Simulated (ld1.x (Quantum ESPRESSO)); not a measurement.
## Which change was made? (Ga, ultrasoft)

- Element: Ga (Z = 31)
- Generator: ld1.x (Quantum ESPRESSO) 7.5
- Type: ultrasoft
- Functional: PBE
- Relativity: fully relativistic
- Frozen core: [Ar]
- Valence charge: 13
- Reference configuration: 3d10 4s1 4p2
- Partial waves: 4s (bound): rcut 1.95, rcutus 2.05 bohr; 4s channel at -0.25 Ry: rcut 1.95, rcutus 2.05 bohr; 4p (bound): rcut 1.75, rcutus 2.10 bohr; 4p channel at 2.05 Ry: rcut 1.75, rcutus 2.10 bohr; 3d (bound): rcut 1.30, rcutus 1.60 bohr; 3d channel at -1 Ry: rcut 1.30, rcutus 1.60 bohr
- Local potential: all-electron potential smoothed inside 1.75 bohr (lloc = -1)
- Core correction: Bessel-smoothed model core, default radius (core density twice the valence density)
- Augmentation charge: PSQ, inside the norm-conserving radii

Open shells are filled in proportion to 2j + 1 (rel_dist='average').

Cutoffs, loose and tight: the cutoffs (Ry, on a coarse ladder) from which the occupation-weighted sum of valence levels, in a spherical-Bessel basis at the reference potential, stays within 10 and 1 mRy of its value at 400 Ry. They do not see the model core or the augmentation charge, which bear on the density cutoff. Test errors are all-electron minus pseudo excitation energies from the reference, over the configurations 3d10 4s2 4p1; 3d10 4s2 4p0; 3d10 4s1 4p0; 3d10 4s0 4p0; 3d10 4s0 4p3; 3d9 4s2 4p1; 3d10 4s1 4p1; variants that change the core or the reference have their own tests.

The base gives: outcome: generated; cutoff, loose: 45 Ry; cutoff, tight: 70 Ry; bound ghosts: none; largest test error (meV): -218.

Question: After one change the result is: outcome: generated; cutoff, loose: 140 Ry; cutoff, tight: 230 Ry; bound ghosts: none; largest test error (meV): +61. Which change was it?
A. core [Ar] 3d10, valence charge 3; reference 4s2 4p1; waves now 4s (bound): rcut 1.45, rcutus 1.55 bohr; 4s channel at -0.25 Ry: rcut 1.45, rcutus 1.55 bohr; 4p (bound): rcut 1.70, rcutus 2.35 bohr; 4p channel at 2.05 Ry: rcut 1.70, rcutus 2.35 bohr; local potential all-electron potential smoothed inside 2.15 bohr (lloc = -2); core correction Bessel-smoothed model core inside 1.10 bohr
B. type TM; waves now 4s (bound): rc 2.05 bohr; 4p (bound): rc 2.10 bohr; 3d (bound): rc 1.60 bohr; local potential all-electron potential smoothed inside 1.25 bohr (lloc = -2)
C. waves 3d (bound): rcut 1.30, rcutus 1.38 bohr; 3d channel at -1 Ry: rcut 1.30, rcutus 1.38 bohr
D. scalar-relativistic

Answer: B. The others give: scalar-relativistic → outcome: generated; cutoff, loose: 45 Ry; cutoff, tight: 70 Ry; bound ghosts: none; largest test error (meV): -308 | waves 3d (bound): rcut 1.30, rcutus 1.38 bohr; 3d channel at -1 Ry: rcut 1.30, rcutus 1.38 bohr → outcome: generated; cutoff, loose: 60 Ry; cutoff, tight: 110 Ry; bound ghosts: none; largest test error (meV): -235 | core [Ar] 3d10, valence charge 3; reference 4s2 4p1; waves now 4s (bound): rcut 1.45, rcutus 1.55 bohr; 4s channel at -0.25 Ry: rcut 1.45, rcutus 1.55 bohr; 4p (bound): rcut 1.70, rcutus 2.35 bohr; 4p channel at 2.05 Ry: rcut 1.70, rcutus 2.35 bohr; local potential all-electron potential smoothed inside 2.15 bohr (lloc = -2); core correction Bessel-smoothed model core inside 1.10 bohr → outcome: generated; cutoff, loose: 15 Ry; cutoff, tight: 18 Ry; bound ghosts: none; largest test error (meV): -199.
